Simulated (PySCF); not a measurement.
# Computed structure and properties of [Ce(OH)2]2+

System: [Ce(OH)2]2+ (singlet); start: template (C2). Method: PySCF 2.14.0, RKS PBE0, Ce def2-SVP with ECP28, O def2-SVP, H def2-SVP; non-relativistic Hamiltonian with scalar-relativistic core potentials where named; density fitting; no spin-orbit coupling.

Input of the relaxation:

```python
mol = gto.M(atom='''
Ce     0.00000     0.00000    -0.16990
O      1.93380    -0.00000     0.69550
H      2.89340    -0.09060     0.75460
O     -1.93380     0.00000     0.69550
H     -2.89340     0.09060     0.75460''',
    basis={'Ce': 'def2-SVP', 'O': 'def2-SVP', 'H': 'def2-SVP'},
    ecp={'Ce': 'def2-SVP'},
    charge=2, spin=0)
mf = dft.RKS(mol, xc='PBE0')
mf.grids.atom_grid = (50, 194)  # f atoms: unpruned, at least (60, 302)
mf = mf.density_fit()  # fitting sets: Ce def2-universal-JKFIT, O def2-universal-JKFIT, H def2-universal-JKFIT
mf.conv_tol = 1e-08; mf.max_cycle = 55
mf.kernel(dm0)  # dm0: converged density of the start geometry
# quasi-Newton relaxation in Cartesian coordinates to a largest gradient under 0.00045 Eh/bohr, steps kept in the point group
```

Run from Python with OMP_NUM_THREADS=2; the lines above give its settings. Where DIIS fails, smearing, a level shift and second-order steps follow.
It took 82 s on 2 threads of Intel(R) Xeon(R) Platinum 8488C (Sapphire Rapids), with other jobs on the host, from the converged density of the start.

Course of the relaxation:

```
step  energy above end (eV)  largest force component within the symmetry (eV/Å)
   0                 1.2996                                               4.958
   1                 0.4162                                               2.098
   2                 0.1617                                               1.711
   3                 0.1084                                               0.218
   4                 0.1027                                               0.150
   5                 0.0665                                               0.290
   6                 0.0556                                               1.023
   7                 0.0334                                               0.104
   8                 0.0246                                               0.123
   9                 0.0128                                               0.445
  10                 0.0057                                               0.073
  11                 0.0014                                               0.059
  12                 0.0001                                               0.045
  13                 0.0000                                               0.009
  14                 0.0000                                               0.006
```

Relaxed geometry (C2v):

```xyz
5

Ce    0.0000    0.0000   -0.5314
O     1.5725   -0.0344    0.5264
H     2.3735   -0.0527    1.1045
O    -1.5725    0.0344    0.5264
H    -2.3735    0.0527    1.1045
```

```json
{"contact": "Ce1–O2 (OH)", "Å": "1.896"}
{"contact": "Ce1–O4 (OH)", "Å": "1.896"}
```

On the finer grid (75, 302):

The HOMO is -21.62 eV, the LUMO is -16.11 eV and the dipole about the centre of mass is 0.24 D. The set of Mulliken populations of Ce1 outside the core potential is s 4.05, p 12.05, d 11.19, f 0.87. The D3(BJ) dispersion energy (not in the energies) is -0.057 eV.

```
atom  Mulliken (e)  Löwdin (e)  spin (e)
 Ce1          1.79        1.26      0.00
  O2         -0.21        0.18      0.00
  H3          0.31        0.19      0.00
  O4         -0.21        0.18      0.00
  H5          0.31        0.19      0.00
```

On the grid (50, 194), as all that follows. Harmonic modes: a minimum; lowest 104 cm⁻¹ (negative: unstable), highest 3591 cm⁻¹, zero-point energy 0.672 eV.

Taking off one OH (charge -1, singlet; the rest: singlet) in vacuum, both parts rigid, costs 26.37 eV; the small basis without counterpoise inflates it. Most of it is the attraction of opposite charges; other ways to part are cheaper, and one spin state was tried for the rest.

Rigid scan of OH along the line from its metal:

```
distance to O2 (Å)  energy (eV)
              1.60        2.267
              1.70        0.871
              1.80        0.188
              1.90        0.000
              2.00        0.143
              2.10        0.492
              2.30        1.473
```

One start shape was tried, so this needn't be the lowest isomer.

No other spin state of this charge was computed.
